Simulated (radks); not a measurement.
Values are calculated unless marked as measured or tabulated.
Fractional charge and spin in the 3d shell of arsenic: the spin-up occupation runs from 4 to 5 and the spin-down occupation from 4 to 5; the fullest corner is As3+, [Ar] 4s2 3d(up 5, down 5). Code: a radial shooting solver on a logarithmic mesh with Libxc functionals. Model: non-relativistic Kohn-Sham, LDA (Slater exchange, Perdew-Wang correlation), spin-polarised, spherical densities, point nucleus. Energy (eV) minus the two flat planes that join the four corners (they meet along the diagonal where the two added fractions sum to one electron); zero is where a piecewise linear energy would lie.

\begin{tabular}{lrrrrr}
down \ up & 4 & 4.25 & 4.5 & 4.75 & 5 \\ \hline
4 & 0.000 & -2.674 & -3.544 & -2.642 & 0.000 \\
4.25 & -2.674 & -3.451 & -2.460 & 0.268 & -2.458 \\
4.5 & -3.544 & -2.460 & 0.357 & -2.282 & -3.254 \\
4.75 & -2.642 & 0.268 & -2.282 & -3.168 & -2.423 \\
5 & 0.000 & -2.458 & -3.254 & -2.423 & 0.000 \\
\end{tabular}

Corners above the fullest one (they belong to As4+ and the next ion): (up 5, down 4) 89.085 eV, (up 4, down 5) 89.085 eV, (up 4, down 4) 206.80 eV. With half an added electron in each spin the energy lies 0.357 eV from the planes, and with half an added electron in spin up alone -3.544 eV. The planes are only a guide here: the flat-plane condition holds for ground states with one frontier orbital, while this shell lies below other occupied shells, so the corners above the fullest one are inner-hole states and not the ground states of those ions.
